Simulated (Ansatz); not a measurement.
Gas-phase electronic energies from Ansatz, PBE0-D4/def2-TZVP geometries. CCSD(T)/CBS adds triple-zeta CCSD(T) − MP2 to the extrapolated MP2 energy (def2 sets, frozen cores). This one scheme is used for every species. DFT in def2-TZVPP. B3LYP here is the variant with VWN-RPA as its local correlation; programs differ in this. def2 core potentials past Kr. For Sn outer-core shells are correlated without core-valence functions, which leaves a few kJ/mol of doubt a bond. One conformer a species, not always the lowest.

Consider the formal exchange of groups at the Si–Cl bond: `[CH3][AlH][SiH2]Cl` + `Cl[CH2][SnH3]` → `[CH3][AlH][SiH2][SnH3]` + `ClCCl`.

Q: Is it downhill or uphill in electronic energy at CCSD(T)/CBS, and by how much? (Best estimate.)

A: Computed: Uphill: ΔE = +1.03 eV.

Q: What do these levels give: PBE0-D4, ωB97X-V, B3LYP, SCS-MP2/def2-TZVPP, SCS-MP2/def2-QZVPP, CCSD/CBS(def2)? (Estimate.)

A: The calculation gave: PBE0-D4 0.91, ωB97X-V 1.02, B3LYP 0.99, SCS-MP2/def2-TZVPP 1.09, SCS-MP2/def2-QZVPP 1.10, CCSD/CBS(def2) 1.06 eV.

Largest T1 diagnostic among the species: 0.013.

From PBE to PBE0 (25 % exact exchange), in def2-TZVPP and without D4, ΔE moves by +0.06 eV. In def2-TZVPP, CCSD(T) changes the Hartree–Fock value by −0.14 eV (the triples alone add −0.03 eV) and MP2 by −0.08 eV.
